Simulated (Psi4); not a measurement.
H8NSi3 (SMILES [SiH2]N([SiH3])[SiH3]), doublet, geometry from GFN2-xTB, with bond 5-1 at 1.3 times its length. Base run: CAM-B3LYP/def2-SV(P) (Psi4).

Geometry (Å):
```xyz
12

Si    -1.4736     0.9792     0.1012
N     -0.0286     0.0178    -0.1011
Si    -0.0756    -1.7082    -0.3229
Si     1.4798     0.8363     0.2061
H     -2.9927    -0.0726    -0.3358
H     -1.5282     1.5169     1.4618
H      1.0366    -2.0821    -1.1927
H     -1.3580    -2.0245    -0.9478
H      0.0391    -2.3810     0.9755
H      1.6937     0.9691     1.6517
H      1.3671     2.1571    -0.4112
H      2.5630     0.0492    -0.3763
```
Charge 0, spin multiplicity 2.
Orbitals are unrestricted.
All else is at Psi4's defaults (density fitting).
Base energy -927.65183 Eh.

The base run was repeated with changes; each row names its change, and settings that it needs were set with it.

| change | ΔE vs base (mEh) | SCF cycles | grid points | basis functions | outcome |
|---|---|---|---|---|---|
| base | 0.000 | 10 | 256790 | 84 | converged |
| cholesky_tolerance = 1e-6 (with scf_type cd) | - | - | - | - | input refused |
| guess = sap | 0.000 | 12 | 256790 | 84 | converged |
| guess = sapgau | 0.000 | 12 | 256790 | 84 | converged |
| scf_type = mem_df | 0.000 | 10 | 256790 | 84 | converged |
| level_shift = 1.0 | 0.000 | 11 | 256790 | 84 | converged |
| scf_type = cd | - | - | - | - | input refused |
| dft_basis_tolerance = 1e-8 | 0.000 | 10 | 254845 | 84 | converged |
| puream = false | -15.270 | 10 | 256790 | 88 | converged |
| guess = modhuckel | 0.000 | 11 | 256790 | 84 | converged |
| e_convergence = 1e-4 | 0.000 | 10 | 256790 | 84 | converged |
| basis_guess = true | 0.000 | 9 | 256790 | 84 | converged |
| dft_nuclear_scheme = becke | 0.016 | 10 | 254629 | 84 | converged |

Open shells are given as the SCF converged; they aren't shown to be the lowest states, and a large step between rows can be another state.

- cholesky_tolerance = 1e-6 (with scf_type cd): ended with `psi4.driver.p4util.exceptions.ValidationError: SCF: SCF_TYPE (CD) not supported for range-separated functionals, plese use SCF_TYPE = 'DF' to automatically select the correct JK build.`
- scf_type = cd: ended with `psi4.driver.p4util.exceptions.ValidationError: SCF: SCF_TYPE (CD) not supported for range-separated functionals, plese use SCF_TYPE = 'DF' to automatically select the correct JK build.`
